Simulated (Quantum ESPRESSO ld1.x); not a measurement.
Neutral argon, configuration [Ne] 3s2 3p5 3d1 (not the ground configuration).

Method: scalar-relativistic Kohn-Sham, LDA (Slater exchange, VWN5 correlation), spin-unpolarised, spherical densities, point nucleus; computed with ld1.x of Quantum ESPRESSO 7.5.

Energy parts (eV):
| part | energy |
|---|---|
| total | -14348.38 |
| kinetic | 14413.35 |
| electron-nucleus | -34141.41 |
| Hartree | 6169.83 |
| exchange-correlation | -790.14 |

Orbitals (lengths in bohr, moments of r in powers of bohr; r(90%) holds 90 % of the orbital's charge):
orbital  occ.  eigenvalue (eV)      <r>   <1/r>  r(90%)      <r^4>
1s          2        -3119.697  0.08594   17.65   0.153  0.0002545
2s          2         -304.908   0.4155   3.542   0.649    0.07530
2p          6         -238.867   0.3772   3.451   0.625    0.06627
3s          2          -31.726    1.373   1.016    2.08      7.979
3p          5          -17.357    1.567  0.8757    2.45      15.71
3d          1           -0.619    7.641  0.2075    13.4      12950

The highest occupied level is 3d at -0.619 eV. Summed over all electrons, <r^2> = 97.37 bohr^2, which gives a Langevin (diamagnetic) susceptibility term of -77.1 x 10^-6 cm^3/mol.
